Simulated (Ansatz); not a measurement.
Correlation energies of C₅H₇BO₂ (`OB(O)C1=CCC=C1`) by basis set

```xyz
15

O    -0.7987    0.6486    2.6422
B    -1.0582   -0.1039    1.5281
O    -2.1293   -0.9448    1.5652
C    -0.2028   -0.0526    0.2289
C     0.8781    0.7218   -0.0087
C     1.4063    0.4694   -1.3790
C     0.4758   -0.5679   -1.9111
C    -0.4415   -0.8562   -0.9770
H    -0.0302    1.2136    2.5479
H    -2.5895   -0.9024    2.4083
H     1.3286    1.4376    0.6698
H     1.4082    1.3824   -1.9898
H     2.4490    0.1249   -1.3573
H     0.5537   -1.0005   -2.8992
H    -1.2496   -1.5699   -1.0685
```

Total charge 0; spin multiplicity 1. Geometry: relaxed with PBE0-D4/def2-TZVP. It is one conformer, not always the lowest. Frozen core, restricted reference, Ansatz 0.2.0. CBS rows extrapolate triple and quadruple zeta; past MP2 they add the triple-zeta difference.

```
     basis     HF (Eh)  MP2 corr.
def2-TZVPP  -368.06710   -1.36500
def2-QZVPP  -368.08354   -1.46067
```

Estimate the CCSD correlation energy and the (T) correction in each basis where they were run (hartree).


| basis | CCSD corr. | (T) |
| --- | --- | --- |
| def2-TZVPP | -1.39778 | -0.06374 |
| CBS(def2) | -1.56431 | as TZ |
